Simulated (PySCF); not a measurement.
thiourea (CH4N2S), SMILES NC(N)=S. Atoms are numbered in the order given.

```xyz
8

N     -0.0508    -1.1499     1.0486
C      0.0000     0.0000     0.3151
N      0.0508     1.1499     1.0486
S      0.0000     0.0000    -1.3526
H      0.2684    -1.1599     2.0117
H      0.0485    -2.0095     0.5235
H     -0.2684     1.1599     2.0117
H     -0.0485     2.0095     0.5235
```
Charge 0, spin multiplicity 1.

Coordinates come from a B3LYP-D3(BJ)/def2-SVP optimisation. The values are those of a single conformer.

All values below come from ωB97X/def2-TZVPD (PySCF).

Symmetry labels are those of the subgroup C2 that the program uses (full group C2).

Problem. List the valence orbital energies around the gap with their symmetry. (The exact figures need the calculation; the answer reports its results.)

Solution. 
```json
[
 {"orbital": "HOMO−7", "symmetry": "B", "energy (eV)": "-18.37"},
 {"orbital": "HOMO−6", "symmetry": "A", "energy (eV)": "-17.92"},
 {"orbital": "HOMO−5", "symmetry": "B", "energy (eV)": "-16.17"},
 {"orbital": "HOMO−4", "symmetry": "B", "energy (eV)": "-14.52"},
 {"orbital": "HOMO−3", "symmetry": "A", "energy (eV)": "-12.92"},
 {"orbital": "HOMO−2", "symmetry": "A", "energy (eV)": "-10.88"},
 {"orbital": "HOMO−1", "symmetry": "B", "energy (eV)": "-8.71"},
 {"orbital": "HOMO", "symmetry": "B", "energy (eV)": "-8.46"},
 {"orbital": "LUMO", "symmetry": "B", "energy (eV)": "1.57"},
 {"orbital": "LUMO+1", "symmetry": "A", "energy (eV)": "1.60"},
 {"orbital": "LUMO+2", "symmetry": "A", "energy (eV)": "2.32"},
 {"orbital": "LUMO+3", "symmetry": "B", "energy (eV)": "2.43"}
]
```
